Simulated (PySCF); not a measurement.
C2H10O3Si3.
SMILES with atom numbers: `[CH3:1][CH2:2][SiH:3]1[O:4][SiH2:5][O:6][SiH2:7][O:8]1`

NICS is the negative of the GIAO shielding at a point without a nucleus: at the ring centre (0) and 1 Å above and below it (1); zz is the component along the ring normal. Level: GIAO PBE0/pcSseg-1 (PySCF, non-relativistic, gas phase) on the GFN2-xTB geometry, one conformer.

Ring bond lengths (Å), with Mayer bond orders in brackets: Si3–O4 1.630 (0.92), O4–Si5 1.623 (0.95), Si5–O6 1.625 (0.93), O6–Si7 1.625 (0.94), Si7–O8 1.625 (0.94), O8–Si3 1.630 (0.92).

Question: Give the NICS values of each ring in ppm.

Answer: 
| ring | type | NICS(0) | NICS(1), two faces | NICS(1)zz, two faces | rms pucker (Å) | centre to ring atoms, mean (Å) |
| --- | --- | --- | --- | --- | --- | --- |
| Si3–O4–Si5–O6–Si7–O8 | 6-membered ring with 3 O and 3 Si; formal bonds all single | -2.1 | 0.1 / -0.1 | 2.9 / 3.8 | 0.03 | 1.62 |

Question: What do they say, and how far can they be read as aromaticity?

Answer: 
- Si3–O4–Si5–O6–Si7–O8: mean NICS(1)zz 3.4 ppm, deshielded. Si3, Si5, Si7 have four or more neighbours, so the value isn't read as a sign of a π ring current.

Question: List the ring angles and the Hirshfeld charges of the ring atoms.

Answer: 
- Si3–O4–Si5–O6–Si7–O8: Si3 108.9° (+0.476 e), O4 130.6° (-0.310 e), Si5 109.1° (+0.466 e), O6 131.1° (-0.311 e), Si7 109.0° (+0.467 e), O8 130.7° (-0.308 e); sum 719.4° against 720° for a flat convex ring.

Question: How shielded are the nuclei of the rings and their hydrogens (means over atoms taken as equivalent)?

Answer: 
| atoms | environment | σ isotropic (ppm) |
| --- | --- | --- |
| Si3 | oxygen-bound silicon | 373.9 |
| O4 (×2) | siloxane oxygen | 243.0 |
| Si5 (×2) | oxygen-bound silicon | 388.4 |
| O6 | siloxane oxygen | 249.5 |
| H on Si3 | Si–H hydrogen | 26.53 |
| H on Si5 (×2) | Si–H hydrogen | 26.51 |
| H on Si5 (×2) | Si–H hydrogen | 26.55 |
